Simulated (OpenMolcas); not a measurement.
# Mo4+: effect of the metal basis

Mo4+ with its 6 nearest fluoride ions at 1.905 Å, on the Ge site of Cs2GeF6 (a = 9.021 Å, distance in the model lattice 1.804 Å). The rest of the host is ab initio model potentials to 7.6 Å and point charges beyond; the distance is set by hand and nothing relaxes.

| Item | Value |
| --- | --- |
| Program | OpenMolcas 26.06 |
| Method | CASSCF |
| Spin-orbit coupling | state interaction with AMFI integrals over the reference wave functions |

Fixed: ligand basis ANO-RCC-VDZP, active space 2 electrons in 5 orbitals (4d), DKH2 Hamiltonian.

States (labels of O, the rotations of Oh). Energies in cm-1 above the lowest state or level, χT in cm3 K/mol; under a threefold ground state the first gap can be a small split of the lowest multiplet, not the spin-orbit step; 10Dq and B are least-squares fits to the states below 45000 cm-1, weighted by degeneracy, with a free offset, and given where the rms deviation is under 5 % of |10Dq| (or 100 cm-1) and under 700 cm-1.

| Run | Metal basis | Ground state | First state of that spin | 10Dq | B (rms of fit) | First gap with spin-orbit (degeneracies) | χT at 300 K | First state of another spin | Cost |
| --- | --- | --- | --- | --- | --- | --- | --- | --- | --- |
| A | ANO-RCC-VDZP | 3T1 | 3T2 34741 | 36477 | 723 (35) | 22.5 (2, 3) | 0.404 | 1T2 10160 | roughly 15 core-seconds |
| B | ANO-RCC-VTZP | 3T1 | 3T2 33987 | 35717 | 727 (7) | 23.2 (2, 3) | 0.404 | 1T2 10277 | roughly 24 core-seconds |

Against A, |10Dq| changes by -2.1 % in B.

Costs are those of the RASSCF and RASSI steps.

An orbital triplet at a regular site is open to Jahn-Teller coupling, which can distort the site and quench the lowest spin-orbit gaps and is left out. Without dynamic correlation the repulsion within the d shell is too large (B by tens of per cent), so at a given field states of lower spin stand too high. With metal d orbitals alone the field can be off either way by tens of per cent. Ligand-to-metal charge-transfer states are missing. With no ligand orbital active B as a rule stays too high, so bands that hang on it stand too high and its fall with covalency is understated. The least metal-like active orbital is 76 % on the metal (Löwdin) and no ligand orbital is active, so the numbers are rough (holds for A). The least metal-like active orbital is 78 % on the metal (Löwdin) and no ligand orbital is active, so the numbers are rough (holds for B). No measured value stands beside these numbers; the geometry was set by hand and not optimised.
